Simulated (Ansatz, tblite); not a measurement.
Forces on the cluster In₃P₃⁺ at its PBE-D4/def2-SVP geometry. Charge 1, multiplicity 2.

In the def2 sets In takes a core potential; there is no spin–orbit coupling. The xTB rows come from tblite. Another isomer (doublet) lies 0.86 eV lower at PBE0-D4/def2-TZVP; other spin states weren't run for this one.

GFN1-xTB (tblite), largest force 0.93 eV/Å:

```xyz
6
positions Å, forces eV/Å
In   -1.332   -1.982    1.230    0.570    0.492   -0.161
In    1.463   -0.964   -3.040   -0.165    0.199    0.427
In   -1.000    3.206    1.015    0.202   -0.422   -0.177
P    -0.232    0.619    1.626   -0.176   -0.222   -0.762
P     0.970   -1.419   -0.356   -0.617    0.528   -0.033
P     0.132    0.539   -0.475    0.186   -0.576    0.706
```

GFN2-xTB (tblite), largest force 0.85 eV/Å:

```
In 0.152 0.079 0.011
In 0.029 0.097 0.099
In 0.120 -0.057 -0.050
P -0.026 0.012 -0.554
P -0.289 0.458 -0.120
P 0.014 -0.589 0.614
```

PBE-D4/def2-TZVP (Ansatz), largest force 0.41 eV/Å:

```
In 0.102 0.131 -0.073
In -0.043 -0.003 0.132
In 0.035 -0.134 0.005
P 0.037 -0.034 -0.354
P -0.168 0.315 -0.015
P 0.038 -0.275 0.305
```
